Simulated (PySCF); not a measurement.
NiS2: from structure and modes to constants

These are results of UPBE0 in PySCF with Ni def2-TZVP, S def2-TZVP; no relativity; density-fitted integrals, not measurements.

The triplet minimum has C2v symmetry. Masses (u): Ni 57.93535, S 31.97207.

```xyz
3
charge 0 multiplicity 3, angstrom
Ni    0.0000    0.0000   -0.9927
S     1.0160    0.0000    0.8993
S    -1.0160    0.0000    0.8993
```

Harmonic wavenumbers (cm⁻¹): 263.9 (b2, ×1), 308.4 (a1, ×1), 574.4 (a1, ×1).

Task: Find the principal moments of inertia and the rotational constants. What kind of rotor is it?

Result: About the centre of mass I = 66.011, 108.81, 174.82 u Å². With B = 16.8576/I this gives 0.2554, 0.1549, 0.09643 cm⁻¹. The molecule is an asymmetric top with κ = -0.26.

Task: Find the vibrational entropy and heat capacity at 298.15 K.

Result: With u = 1.43878 ω/T, each mode gives S = R[u/(eᵘ−1) − ln(1−e⁻ᵘ)] and C = R u² eᵘ/(eᵘ−1)².
```json
{"ω (cm⁻¹)": "263.9", "u": "1.274", "S (J/(mol K))": "6.84", "C (J/(mol K))": "7.28"}
{"ω (cm⁻¹)": "308.4", "u": "1.488", "S (J/(mol K))": "5.74", "C (J/(mol K))": "6.94"}
{"ω (cm⁻¹)": "574.4", "u": "2.772", "S (J/(mol K))": "2.07", "C (J/(mol K))": "4.55"}
```
The sums over all modes are S = 14.7 and C = 18.8 J/(mol K); the softest mode gives 47 % of the entropy.

Task: Give the standard entropy (298.15 K, 1 bar) by its translational, rotational, vibrational and spin parts, and Cp.

Result: Sackur–Tetrode with M = 121.88 u gives 168.8; rotation with symmetry number 2 gives 101.1; vibration 14.7; spin R ln 3 = 9.1. The total is 293.7 J/(mol K), and Cp = 4 R + 18.8 = 52.0 J/(mol K).

Only a few start shapes were tried, so a lower isomer may exist. With open d or f shells other occupations or spin states may lie lower.
